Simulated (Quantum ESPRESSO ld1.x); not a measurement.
Results of a calculation; reference values are marked as such.
The tellurium ion Te28+, 24 electrons, occupied as [Ar] 3d6 (the NIST ground configuration). Level of theory: non-relativistic Kohn-Sham, LDA (Slater exchange, VWN5 correlation), spin-polarised, spherical densities, point nucleus; open shells are filled with parallel spins first; relativity is left out, which matters for an element this heavy (ld1.x of Quantum ESPRESSO 7.5). Some entries of the table are withheld. Estimate them.

| orbital | occ. | eigenvalue (hartree) | <r^2> (bohr^2) | <1/r> (bohr^-1) |
|---|---|---|---|---|
| 1s up | 1 | -1158.0091 | 0.001145 | 51.43 |
| 1s down | 1 | -1157.9954 | 0.001145 | 51.43 |
| 2s up | 1 | -208.4398 | 0.01850 | 11.83 |
| 2s down | 1 | -207.9752 | 0.01846 | 11.85 |
| 2p up | 3 | -198.4601 | 0.01388 | 11.84 |
| 2p down | 3 | -198.1101 | 0.01384 | 11.85 |
| 3s up | 1 | -69.6608 | 0.1161 | 4.540 |
| 3s down | 1 | -69.2053 | 0.1168 | 4.522 |
| 3p up | 3 | -65.6662 | (1) | 4.484 |
| 3p down | 3 | -65.1863 | (2) | 4.465 |
| 3d up | 5 | -58.6421 | 0.08684 | (3) |
| 3d down | 1 | -58.0565 | 0.08764 | (4) |
| 4s up | 0 | -33.8966 | 0.4462 | 2.280 |
| 4s down | 0 | -33.7513 | 0.4492 | 2.270 |
| 4p up | 0 | -32.2556 | 0.4474 | 2.238 |
| 4p down | 0 | -32.1069 | 0.4509 | 2.228 |

Answer. 
(1) 3p up <r^2> (bohr^2): 0.1090
(2) 3p down <r^2> (bohr^2): 0.1097
(3) 3d up <1/r> (bohr^-1): 4.369
(4) 3d down <1/r> (bohr^-1): 4.355
